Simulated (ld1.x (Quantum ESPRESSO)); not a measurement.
# calcium (Ca), TM: configuration errors across variants

```
Element                 : Ca (Z = 20)
Generator               : ld1.x (Quantum ESPRESSO) 7.5
Type                    : norm-conserving Troullier–Martins (Kleinman–Bylander form)
Functional              : PBE
Relativity              : scalar-relativistic
Frozen core             : [Ne]
Valence charge          : 10
Reference configuration : 3s2 3p6 3d0 4s1 4p1
Partial waves           : 3p (bound): rc 1.45 bohr; 3d (bound, empty): rc 2.50 bohr; 3s (bound): rc 1.30 bohr
Local potential         : the s channel
Core correction         : none
```

Occupied shells without a wave of their own: 4p, 4s. They enter only through the test configuration that unscreens the potential.

All-electron excitation energies from the reference (eV): (1) 3s2 3p6 3d0 4s2 4p0 -2.422; (2) 3s2 3p6 3d0 4s1 4p0 3.888; (3) 3s2 3p6 3d0 4s0 4p0 15.708; (4) 3s2 3p5 3d0 4s2 4p0 32.246; (5) 3s2 3p6 3d0 4s0 4p1 6.936; (6) 3s2 3p6 3d0 4s0 4p2 2.530; (7) 3s2 3p6 3d0 4s1.5 4p0 0.082.

The file “all radii scaled by about 1.34 (s 1.74, p 1.94, d 3.34 bohr)” misses its own reference levels by 0.3 eV.

Errors AE − PS in meV (a dash: test not solved or not reliable):

```tsv
change	(1)	(2)	(3)	(4)	(5)	(6)	(7)	bound ghosts
base	+43	-13	-124	+128	-76	-50	+20	none
all radii scaled by about 0.81 (s 1.04, p 1.18, d 2.02 bohr)	+17	-5.3	-49	+53	-30	-20	+7.8	none
all radii scaled by about 0.90 (s 1.16, p 1.30, d 2.24 bohr)	+24	-7.3	-70	+74	-43	-28	+11	none
all radii scaled by about 1.03 (s 1.34, p 1.50, d 2.58 bohr)	+59	-18	-170	+176	-105	-69	+28	none
all radii scaled by about 1.28 (s 1.66, p 1.86, d 3.20 bohr)	+203	-57	-575	+561	-361	-240	+97	none
all radii scaled by about 1.34 (s 1.74, p 1.94, d 3.34 bohr)	+266	-74	-750	+714	-472	-315	+127	none
```

Problem. Give the same row for: all radii scaled by about 1.15 (s 1.50, p 1.66, d 2.88 bohr).

Solution. +112, -33, -321, +324, -200, -132, +53; bound ghosts: none.
